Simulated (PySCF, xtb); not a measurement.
H7N3OSi, SMILES N[Si](N)(N)O.

GFN2-xTB (xtb) at its own geometry gives an orbital gap of 8.12 eV and a dipole moment of 1.26 D.

The structure is a stationary point at B3LYP-D3(BJ)/def2-SVP. The values are those of a single conformer.

Task: What does PBE/def2-TZVP in PySCF give? (The exact figures need the calculation; the answer reports its results.)

Result: gap 5.50 eV (levels -5.65 and -0.15 eV), dipole 1.46 D.
